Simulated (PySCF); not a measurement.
H4Sn, SMILES [SnH4] (connectivity only; charge and spin as stated), charge +1, multiplicity 2.

Coordinates come from a B3LYP-D3(BJ)/def2-TZVPD optimisation. A frequency run showed that this geometry is not a minimum. The spin state was assumed, not searched. The isomer is the one that the SMILES or the coordinates give; other isomers of the formula were not compared. The def2 effective core potentials stand for the cores of Sn; spin–orbit coupling is left out.

All values below come from TDA-M06-2X/def2-TZVPD run with PySCF 2.14.0.

Vertical excitations; the highest root listed may be one member of a degenerate set. 

```json
[
 {"state": "root 1", "energy (eV)": "2.15", "λ (nm)": "576", "f": "0.037", "main pairs": "β HOMO−1→LUMO, β HOMO→LUMO (degenerate set)"},
 {"state": "root 2", "energy (eV)": "2.15", "λ (nm)": "576", "f": "0.037", "main pairs": "β HOMO→LUMO, β HOMO−1→LUMO (degenerate set)"},
 {"state": "root 3", "energy (eV)": "6.03", "λ (nm)": "206", "f": "0.000", "main pairs": "α HOMO→LUMO 97 %"},
 {"state": "root 4", "energy (eV)": "6.38", "λ (nm)": "194", "f": "0.013", "main pairs": "α HOMO−1→LUMO, β HOMO→LUMO+1 (degenerate set)"},
 {"state": "root 5", "energy (eV)": "6.38", "λ (nm)": "194", "f": "0.013", "main pairs": "α HOMO−2→LUMO, β HOMO−1→LUMO+1 (degenerate set)"},
 {"state": "root 6", "energy (eV)": "6.84", "λ (nm)": "181", "f": "0.014", "main pairs": "α HOMO→LUMO+1 49 %, β HOMO−2→LUMO 43 %"},
 {"state": "root 7", "energy (eV)": "7.83", "λ (nm)": "158", "f": "0.081", "main pairs": "α HOMO→LUMO+1 45 %, β HOMO−2→LUMO 50 %"},
 {"state": "root 8", "energy (eV)": "7.86", "λ (nm)": "158", "f": "0.021", "main pairs": "α HOMO−1→LUMO, β HOMO→LUMO+2, β HOMO→LUMO+1, β HOMO−1→LUMO+2 (degenerate set)"},
 {"state": "root 9", "energy (eV)": "7.86", "λ (nm)": "158", "f": "0.021", "main pairs": "α HOMO−2→LUMO, β HOMO−1→LUMO+2, β HOMO−1→LUMO+1, β HOMO→LUMO+2 (degenerate set)"},
 {"state": "root 10", "energy (eV)": "8.14", "λ (nm)": "152", "f": "0.025", "main pairs": "α HOMO−1→LUMO 27 %, α HOMO−2→LUMO 17 %, α HOMO−2→LUMO+1 13 %, α HOMO→LUMO+2 10 %, β HOMO−1→LUMO+2 25 %"}
]
```
Unrestricted roots are not spin-pure.
